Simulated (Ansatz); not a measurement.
CH₆AlFSi, SMILES `F[CH2][AlH][SiH3]`. Charge 0, multiplicity 1. The geometry is a stationary point of PBE0-D4/def2-TZVP. It is one conformer, not always the lowest.

```xyz
10

F     1.170    1.752    0.714
C     1.470    0.444    1.112
Al    0.230   -0.866    0.288
Si   -1.531   -0.045   -1.210
H     2.516    0.246    0.843
H     1.433    0.413    2.209
H     0.457   -2.398    0.656
H    -2.381   -1.139   -1.757
H    -2.426    0.907   -0.491
H    -0.936    0.687   -2.365
```

**Question.** What is the dipole moment at ωB97M-V/def2-TZVPP? (Best estimate.)

**Answer.** Ansatz gave: 1.70 D, with components (0.59, -1.46, 0.64) D in this frame, pointing from negative to positive charge.

**Question.** And with PBE, r2SCAN, B3LYP? (Best estimate.)

**Answer.** The calculation gave: PBE 1.49 D, r2SCAN 1.57 D, B3LYP 1.68 D.

**Question.** Give the Mulliken charges with ωB97M-V, r2SCAN, B3LYP in def2-TZVPP. (An estimate is asked.)

**Answer.** The calculation gave: 
| atom | ωB97M-V | r2SCAN | B3LYP |
| --- | --- | --- | --- |
| F1 | -0.25 | -0.26 | -0.27 |
| C2 | -0.15 | -0.05 | -0.08 |
| Al3 | 0.43 | 0.51 | 0.43 |
| Si4 | -0.07 | 0.02 | 0.05 |
| H5 | 0.10 | 0.06 | 0.09 |
| H6 | 0.10 | 0.06 | 0.09 |
| H7 | -0.10 | -0.15 | -0.13 |
| H8 | -0.02 | -0.06 | -0.06 |
| H9 | -0.02 | -0.06 | -0.06 |
| H10 | -0.02 | -0.06 | -0.06 |

B3LYP here is the variant with VWN-RPA as its local correlation; programs differ in this.
